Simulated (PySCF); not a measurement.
**Checking a proposed structure**

A compound C$_{8}$H$_{9}$OP gives the data below (simulated from a calculation) and was assigned the structure `C=Cc1pcoc1C1CC1`.

¹³C{¹H} NMR (computed): δ 203.0 (C), 178.3 (C), 123.0 (C), 94.5 (CH), 81.7 (C), 27.8 (CH2), 21.3 (CH3), 16.2 (CH3).

¹H NMR (400 MHz, computed): δ 3.21 (s, 1H), 3.03 (q, 2H), 2.73 (m, 3H), 1.31 (t, 3H).

PySCF 2.14.0 with density-fitted response routines calculation with NMR shieldings at PBE0/pcSseg-1/GIAO and geometry from GFN2-xTB; isolated molecule, fast rotation and ring inversion assumed for equivalent nuclei, single conformer, relativity neglected.

δ = σ(ref) − σ, references computed at the same level: TMS for ¹H and ¹³C.

Question: Compare with the shifts computed for the proposed structure, pairing carbons in order of shift.

Answer: Structure with atom numbers: `[CH2:1]=[CH:2][c:3]1[p:4][cH:5][o:6][c:7]1[CH:8]1[CH2:9][CH2:10]1`. Hydrogens are named by the atom that carries them.

| atom | computed for proposal | given list | difference |
| --- | --- | --- | --- |
| C5 | 185.6 | 203.0 | -17.4 |
| C7 | 166.6 | 178.3 | -11.7 |
| C3 | 143.1 | 123.0 | +20.1 |
| C2 | 136.2 | 94.5 | +41.7 |
| C1 | 120.7 | 81.7 | +39.0 |
| C8 | 12.6 | 27.8 | -15.2 |
| C9 | 11.0 | 21.3 | -10.3 |
| C10 | 11.0 | 16.2 | -5.2 |

The rms difference is 23.6 ppm and the largest +41.7 ppm at C2 (alkene CH). The proposal also would give 7 carbon signals, not 8. The carbon types in order of shift don't match either: CH, C, C, CH, CH2, CH, CH2, CH2 for the proposal against C, C, C, CH, C, CH2, CH3, CH3 in the data. The proposal doesn't fit.

Question: Which isomer fits?

Answer: SMILES C#Cc1pc(C)oc1CC.

δC 203.0, 178.3: substituted aromatic carbon next to the ring oxygen. δC 123.0: substituted aromatic carbon. δC 94.5: terminal alkyne carbon; sp carbons lie upfield of alkene carbons because the cylindrical π system leaves one tensor component strongly shielded. δC 81.7: alkyne carbon; sp carbons lie upfield of alkene carbons because the cylindrical π system leaves one tensor component strongly shielded.

Other isomers checked: C#CCP1(=O)C=CCC=C1 (rms 30.8 ppm).

This is the structure that produced the data.

Splittings by ³¹P in the carbon and heteronuclear signals aren't shown, as no couplings were computed. Shifts are as computed. Against solution values, carbons near 30 ppm lie about +3 ppm off and those near 130 ppm about +5 ppm. Of 1211 compounds with measured shifts, 218 miss one by over three times the rms of a fit or turn the order of signals round; such compounds aren't used in these exercises. Multiplicities follow the n + 1 count of equivalent neighbours, as no J values were calculated; m marks all less simple cases, F and P coupling included.
